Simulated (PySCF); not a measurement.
**Electron correlation in Zn⁺ (zinc, charge +1)**

[Ar] 3d9 4s1 4p1, one real determinant (an excited configuration). Computed with PySCF 2.14 in aug-cc-pVQZ-PP with ECP10MDF (7s7p6d4f3g2h, 135 functions), with scalar relativity through the core potential. Frozen: 3s2 3p6; 11 electrons correlated.

MP2 pair energies summed by pair of shells (mhartree):

| pair | energy | share (%) |
| --- | --- | --- |
| 3d-3d | -372.03 | 89.9 |
| 3d-4s | -25.11 | 6.1 |
| 3d-4p | -14.53 | 3.5 |
| 4s-4p | -2.33 | 0.6 |

Total MP2 correlation energy: -414.00 mhartree.

Same-spin part -152.80 and opposite-spin part -261.19 mhartree; SCS-MP2 scales them by 1/3 and 6/5 to -364.37 mhartree.

The reference is one real determinant that mixes LS terms of this configuration.
